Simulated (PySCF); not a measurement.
Work out the structure from these simulated measurements.

Formula: BCl2H3Si.

* NMR, other nuclei: isotropic shieldings of nuclei other than C and H, by class: 18 (1 B), 436 (1 Si), 536 (2 Cl) ppm [GIAO B3LYP/pcSseg-1]
* 1H NMR: chemical shifts (computed TMS as zero) by class: 3.64 (3 H) ppm [GIAO B3LYP/pcSseg-1]
* XPS: Si2p3/2 106.9, B1s 198.3, Cl2p3/2 206.7 (×2), Si1s 1846.6, Cl1s 2829.3 (×2) eV [ΔSCF SCAN, pcX-2 on the ionised atom, pcseg-1 elsewhere, spin-free X2C, 2p3/2 from a spin–orbit splitting computed afterwards within the 2p shell]
* Triplet: lowest triplet excitation (Tamm–Dancoff): 4.08 eV [TDA wB97X-D/def2-SVPD]
* Polarisability: 70.8 au [wB97X-D/def2-SVPD]
* UV, first state: lowest singlet excitation: 4.80 eV (258 nm, f = 0.005) [TDDFT wB97X-D/def2-SVPD]
* Rotational structure: rotational constants A, B, C: 3.086, 2.617, 1.440 GHz [PBE0-D3(BJ)/def2-SVP]
* UV, strongest line: among the 10 lowest singlet transitions: S10 at 8.63 eV (144 nm, f = 0.126) [TDDFT wB97X-D/def2-SVPD]

Electronic properties: PySCF, gas phase, density fitting. Levels stand in brackets. Geometry: PBE0-D3(BJ)/def2-SVP; no solvent, vibrations or thermal averaging. Each NMR value is the plain mean over a class of atoms that symmetry, rotation or inversion makes alike.

**Question.** What is the compound? Reason from the data.

**Answer.** All hydrogens form one class (3.64 ppm): hydrogen on silicon. The other shieldings belong to: 18 ppm, boron bonded to 2 Cl and Si; 436 ppm, silicon bonded to B and 3 H; 536 ppm, chlorine bonded to B. The core levels belong to: Si2p3/2 106.9 eV, silicon bonded to B and 3 H; B1s 198.3 eV, boron bonded to 2 Cl and Si; Cl2p3/2 206.7 eV, chlorine bonded to B; Si1s 1846.6 eV, silicon bonded to B and 3 H; Cl1s 2829.3 eV, chlorine bonded to B. The optimised geometry has point group Cs and is an asymmetric top. Structure: BCl2(SiH3), `[SiH3]B(Cl)Cl`. The assignments are read from this structure; whether some other isomer fits the data as well wasn't checked.
